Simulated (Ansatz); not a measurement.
Ansatz (a quantum-chemistry and plane-wave program) input (r2SCANh/def2-TZVPD):

Ansatz 0.2 input:
```yaml
crystal:
  periodic: [false, false, false]
  atoms:
    - {symbol: O, position_ang: [-1.88478578, -0.65005916, 0.97892921]}
    - {symbol: B, position_ang: [-1.71219787, 0.19748066, -0.10620267]}
    - {symbol: O, position_ang: [-2.73740259, 0.83319457, -0.75314828]}
    - {symbol: O, position_ang: [-0.45328514, 0.40072684, -0.56002541]}
    - {symbol: Si, position_ang: [1.04291185, -0.04909158, -0.03447638]}
    - {symbol: O, position_ang: [0.91389803, -1.42106984, 0.83152501]}
    - {symbol: O, position_ang: [2.02006509, -0.24419481, -1.32464497]}
    - {symbol: O, position_ang: [1.69674727, 1.12670426, 0.88348357]}
    - {symbol: H, position_ang: [-2.78367328, -0.77035914, 1.29343846]}
    - {symbol: H, position_ang: [-3.62084945, 0.66634299, -0.41713115]}
    - {symbol: H, position_ang: [0.05670450, -1.55073020, 1.25446621]}
    - {symbol: H, position_ang: [1.76504031, -0.87903745, -1.99785455]}
    - {symbol: H, position_ang: [2.10110633, 1.87124777, 0.43181101]}
basis:
  gaussian:
    orbitals: def2-TZVPD
hamiltonian:
  xc: {name: r2SCANh}
output: {forces: true}
```

End of the output:

```
Total energy: -20926.30625100 eV, -769.0275703644 hartree
Atom 0 at    -1.884786    -0.650059     0.978929 Å, force    -0.034316     0.052872    -0.054527 eV/Å
Atom 1 at    -1.712198     0.197481    -0.106203 Å, force    -0.063817    -0.036681     0.057067 eV/Å
Atom 2 at    -2.737403     0.833195    -0.753148 Å, force     0.004520    -0.059081     0.072395 eV/Å
Atom 3 at    -0.453285     0.400727    -0.560025 Å, force     0.081523    -0.046021     0.074035 eV/Å
Atom 4 at     1.042912    -0.049092    -0.034476 Å, force    -0.053758    -0.003517    -0.011247 eV/Å
Atom 5 at     0.913898    -1.421070     0.831525 Å, force    -0.058028     0.168828    -0.054027 eV/Å
Atom 6 at     2.020065    -0.244195    -1.324645 Å, force    -0.144596    -0.037503     0.113001 eV/Å
Atom 7 at     1.696747     1.126704     0.883484 Å, force    -0.028585    -0.090598    -0.170452 eV/Å
Atom 8 at    -2.783673    -0.770359     1.293438 Å, force     0.097588     0.041170    -0.072441 eV/Å
Atom 9 at    -3.620849     0.666343    -0.417131 Å, force     0.141866     0.000131    -0.021749 eV/Å
Atom 10 at     0.056704    -1.550730     1.254466 Å, force     0.103898     0.038562    -0.072105 eV/Å
Atom 11 at     1.765040    -0.879037    -1.997855 Å, force     0.013588     0.078090     0.099569 eV/Å
Atom 12 at     2.101106     1.871248     0.431811 Å, force    -0.059884    -0.106253     0.040481 eV/Å
Dipole moment:    -0.840277    -0.096667    -0.003210 e Å
```
